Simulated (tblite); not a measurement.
Isomers of C5H10O3SSi. All values are computed: GFN2-xTB (tblite) harmonic vibrations without scaling, gas phase. The method is semi-empirical: single wavenumbers can be off by several per cent or more. Modes of hydrogen on silicon can be 10 to 20 % off. One conformer each.

Electronic energies: GFN2-xTB at the same geometries; isomer energies are rough at this level and their order can be wrong.

| SMILES | electronic energy, lowest = 0 (kcal/mol) |
| --- | --- |
| C#C[C@@](C)([SiH2]C)S(=O)(=O)O | 0.0 |
| C/C(CS(=O)(=O)O)=C1/C[SiH2]1 | 10.9 |
| C=C[C@@]1(S(=O)(=O)O)[SiH2][C@@H]1C | 3.0 |

**Question.** How do GFN2-xTB zero-point energies change the relative energies?

**Answer.** 
```json
{"SMILES": "C#C[C@@](C)([SiH2]C)S(=O)(=O)O", "ZPE (kcal/mol)": "87.2", "of it from modes above 1550 cm⁻¹": "45.9", "electronic (kcal/mol)": "0.0", "with ZPE, lowest = 0 (kcal/mol)": "0.0", "lowest mode (cm⁻¹)": "51", "rings": "0"}
{"SMILES": "C=C[C@@]1(S(=O)(=O)O)[SiH2][C@@H]1C", "ZPE (kcal/mol)": "88.8", "of it from modes above 1550 cm⁻¹": "45.0", "electronic (kcal/mol)": "3.0", "with ZPE, lowest = 0 (kcal/mol)": "4.6", "lowest mode (cm⁻¹)": "56", "rings": "1"}
{"SMILES": "C/C(CS(=O)(=O)O)=C1/C[SiH2]1", "ZPE (kcal/mol)": "88.3", "of it from modes above 1550 cm⁻¹": "44.7", "electronic (kcal/mol)": "10.9", "with ZPE, lowest = 0 (kcal/mol)": "12.0", "lowest mode (cm⁻¹)": "32", "rings": "1"}
```

The zero-point energies span 1.6 kcal/mol, from `C#C[C@@](C)([SiH2]C)S(=O)(=O)O` to `C=C[C@@]1(S(=O)(=O)O)[SiH2][C@@H]1C`. The order is unchanged.

**Question.** What do entropy and thermal enthalpy add at 298.15 K and 1 bar (rigid rotor, harmonic oscillator, one conformer each)?

**Answer.** 
```json
{"SMILES": "C#C[C@@](C)([SiH2]C)S(=O)(=O)O", "point group": "C1", "symmetry number": "1", "S (cal/(mol K))": "116.0", "H − H(0) (kcal/mol)": "9.45", "ZPE + H − H(0) − TS (kcal/mol)": "62.0"}
{"SMILES": "C=C[C@@]1(S(=O)(=O)O)[SiH2][C@@H]1C", "point group": "C1", "symmetry number": "1", "S (cal/(mol K))": "109.6", "H − H(0) (kcal/mol)": "8.65", "ZPE + H − H(0) − TS (kcal/mol)": "64.8"}
{"SMILES": "C/C(CS(=O)(=O)O)=C1/C[SiH2]1", "point group": "C1", "symmetry number": "1", "S (cal/(mol K))": "112.4", "H − H(0) (kcal/mol)": "8.72", "ZPE + H − H(0) − TS (kcal/mol)": "63.5"}
```
